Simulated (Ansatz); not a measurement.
Cl₅W (SMILES [Cl][W]([Cl])([Cl])([Cl])[Cl]), doublet, at a GFN2-xTB geometry (such geometries of metal compounds can be far from the true shape) (core potentials on W); B3LYP5/def2-SV(P) (Ansatz, a first-principles code).

The Ansatz input:
Ansatz 0.2 input:
```yaml
crystal:
  periodic: [false, false, false]
  atoms:
    - {symbol: W, position_ang: [-0.00000000, 0.00000000, -0.00000000]}
    - {symbol: Cl, position_ang: [1.84552708, -0.40817670, -1.16797303]}
    - {symbol: Cl, position_ang: [0.96233500, -0.98148675, 1.86360069]}
    - {symbol: Cl, position_ang: [-0.96233500, 0.98148675, -1.86360069]}
    - {symbol: Cl, position_ang: [-1.63595757, -1.50250559, 0.05347170]}
    - {symbol: Cl, position_ang: [-0.20956952, 1.91068230, 1.11450133]}
basis:
  gaussian:
    orbitals: def2-SV_P_.json
hamiltonian:
  xc: b3lyp5
magnetization: {spin_polarized: true, initial_magnetization: 1}
```
The basis file holds def2-SV(P) in the JSON format of the Basis Set Exchange.

What the program printed (banner, timings and long lists left out):

```
Functional definition: B3LYP5
1129 factors; integrals over basis functions are off by at most 3.0e-4 eV
mean field evaluation 1: about -64413.4478 eV, gradient 2.2e1 eV
mean field evaluation 2: about -64374.3848 eV, gradient 9.5e1 eV
mean field evaluation 4: about -64416.1312 eV, gradient 2.4e0 eV
mean field evaluation 8: about -64416.3336 eV, gradient 1.8e-1 eV
mean field evaluation 16: about -64416.3339 eV, gradient 2.0e-4 eV
mean field evaluation 32: about -64416.3349 eV, gradient 1.1e-2 eV
mean field evaluation 64: about -64416.3343 eV, gradient 6.2e-6 eV
mean field -64416.33432639 eV, -2367.2566235353 hartree, gradient 1.9e-6 eV, S^2 0.754366; 8 other end points of the search recorded, 0 dependent functions left out
reference -64416.33463866 eV, -2367.2566350108 hartree; 50, 49 occupied and 65, 66 virtual orbitals, 1129 factors
Total energy: -64416.33463866 eV, -2367.2566350108 hartree
```
